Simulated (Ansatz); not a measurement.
# A rate constant, worked out

An elementary step of AlN2H5O, singlet (AlN₂H₅O ([NH2][Al]([NH2])[OH]) → AlNH₂O ([NH][Al][OH]) + NH₃ (still joined by a long Al–N bond); Al–N, N–H broken or loosened, N–H formed or tightened). The start structure is the reactant molecule, and the electronic barrier above it is 2.562 eV by CCSD(T) at an estimated basis limit (MP2 extrapolated from triple and quadruple zeta, plus CCSD(T) − MP2 in triple zeta). Computed with Ansatz 0.2.0 (basis: def2-TZVPP and def2-QZVPP); correlated methods freeze the cores. Extrapolation: Hartree–Fock as exp(−7.88 √X), correlation as X^−2.97. Harmonic wavenumbers at PBE0-D4/def2-TZVP (Ansatz 0.2.0), in cm⁻¹:

Start: 122, 196, 219, 277, 288, 297, 334, 358, 577, 637, 685, 691, 892, 919, 1563, 1573, 3621, 3626, 3709, 3717, 3986.

Saddle: 1090i, 203, 221, 290, 384, 450, 478, 605, 645, 715, 785, 796, 861, 1055, 1481, 1558, 1944, 3557, 3642, 3695, 3971.

Work out the transition-state-theory rate constant at 600 K from these numbers alone (harmonic vibrations; rotation, path degeneracy and anharmonicity left out), and the Wigner tunnelling factor. Use 1 cm⁻¹ = 1.2398 × 10⁻⁴ eV and k_B = 8.617 × 10⁻⁵ eV/K.

Zero-point energies, half the sums: start 28287/2 cm⁻¹ = 1.7536 eV; saddle, real modes only, 27336/2 cm⁻¹ = 1.6946 eV.
Barrier with zero-point energy: 2.562 + 1.6946 − 1.7536 = 2.5030 eV.
k_BT = 0.05170 eV, so the barrier is 48.41 k_BT.
Vibrational partition functions from the zero-point level, ln q = −Σ ln(1 − exp(−hν/k_BT)): start 7.738, saddle 5.151.
k = (k_BT/h) exp(ln q‡ − ln q) exp(−E0/k_BT), with log₁₀(k_BT/h in s⁻¹) = 13.10: log₁₀ k = 13.10 + (-2.587 − 48.41)/2.3026 = -9.05, so k ≈ 9 × 10^(-10) s⁻¹.
Wigner factor: 1 + (hν‡/k_BT)²/24 = 1 + (2.61)²/24 = 1.28. A change of 1 kcal/mol (0.043 eV) in the barrier would change k by a factor of 2.3 at this temperature.

T1 diagnostic: at most 0.018.

Labels in which every atom is bracketed show which atoms are joined, not bond orders.

For scale, one of the runs: CCSD(T)/def2-TZVPP, 205 basis functions, launched by `ansatz run in.yaml --threads 4 --pin off --events-out ev --progress --plain --max-ram 9574MiB`. The run took 17 s on 4 CPU threads of an AMD EPYC 9R45 (shared host), with 2.7 GiB of host memory at its peak.
